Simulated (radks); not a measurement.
Results of a calculation; reference values are marked as such.
Valence configurations of Re I (all share [Xe]). Level of theory: Dirac Kohn-Sham, PBE, spin-unpolarised, spherical densities, finite nucleus; open shells fill j = l - 1/2 first; Fermi nuclear charge, rms radius 5.3698 fm (a radial shooting solver on a logarithmic mesh with Libxc functionals). Energies are relative to 4f14 5d5 6s2; eigenvalues in eV.

valence               E (eV)  e(4f5/2)  e(4f7/2)  e(5d3/2)  e(5d5/2)  e(6p1/2)
4f14 5d5 6s2           0.000   -43.110   -40.599    -5.676    -4.808         -
4f14 5d5 6s1 6p1       4.296   -44.478   -41.967    -6.918    -6.027    -2.349
4f13.5 5d5.5 6s2      18.938   -47.857   -45.298    -6.250    -5.316         -
4f13 5d5 6s2 6p1      45.112   -56.829   -54.220    -9.879    -8.785    -2.723
4f14 5d4 6s2 6p1       3.968   -46.959   -44.447    -8.479         -    -2.694
4f14 5d4.5 6s2 6p0.5   1.772   -45.011   -42.500    -7.080    -6.165    -2.203
4f13.5 5d5 6s2 6p0.5  20.983   -49.831   -47.271    -7.723    -6.742    -2.208
4f14 5d3 6s2 6p2      10.736   -51.229   -48.715   -11.397         -    -3.632
4f12 5d5 6s2 6p2      103.34   -71.538   -68.828   -14.445   -13.126    -3.723
4f14 5d2.5 6s2 6p2.5  15.352   -53.661   -51.145   -13.076         -    -4.203

NIST lists [Xe] 4f14 5d5 6s2 as the ground configuration; this level of theory agrees among the configurations tried. The energies are those of spherical spin-averaged densities, not of single terms.
